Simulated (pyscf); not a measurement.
# O=Os(=O)(=O)(OH)–O–SiH₃ (SMILES [O]=[Os](=[O])(=[O])([OH])[O][SiH3]), singlet

Gas-phase minimum from PySCF at ωB97X-D3(BJ)/def2-SVP, one conformer. 

```
O
Si 1 1.6964
H 2 1.4845 1 111.26
H 2 1.4847 3 112.12 1 -125.25
H 2 1.4891 3 109.34 4 -121.40
Os 1 1.8888 2 134.88 3 -64.03
O 6 1.6808 1 93.61 2 125.69
O 6 1.6810 7 110.78 1 -95.22
O 6 1.7014 7 100.80 1 158.76
O 6 1.9532 7 124.03 9 -85.53
H 10 0.9698 6 110.38 7 96.73
```

Properties at ωB97X-D3(BJ)/def2-SVP:

* **Harmonic wavenumbers, unscaled**: 59, 95, 135, 249, 301, 325, 349, 395, 410, 444, 521, 589, 656, 720, 743, 911, 962, 985, 990, 999, 1034, 1066, 1068, 2274, 2291, 2297, 3827 cm⁻¹
* **Zero-point energy**: 35.3 kcal/mol
* **Rotational symmetry number**: 1
* **Entropy of this conformer at 298 K and 1 atm, rigid rotor and harmonic oscillator, modes under 100 cm⁻¹ raised to 100**: 388.5 J/(mol K)
* **Dipole moment**: 2.06 D

Single-point totals, which compare only within one level:

| level | total energy (hartree) |
|---|---|
| ωB97X-D3(BJ)/def2-TZVP | -758.99104 |
| PBE/def2-TZVP | -758.49145 |
| r²SCAN/def2-TZVP | -758.80568 |
| B3LYP-D3(BJ)/def2-TZVP | -758.98704 |
| PBE0-D3(BJ)/def2-TZVP | -758.38567 |
| M06-2X/def2-TZVP | -758.55794 |
| ωB97M-D3(BJ)/def2-TZVP | -758.95863 |

Soft torsions are taken as harmonic, which can shift the entropy by several J/(mol K). Elements past Kr carry the def2 core potentials, without spin-orbit coupling.
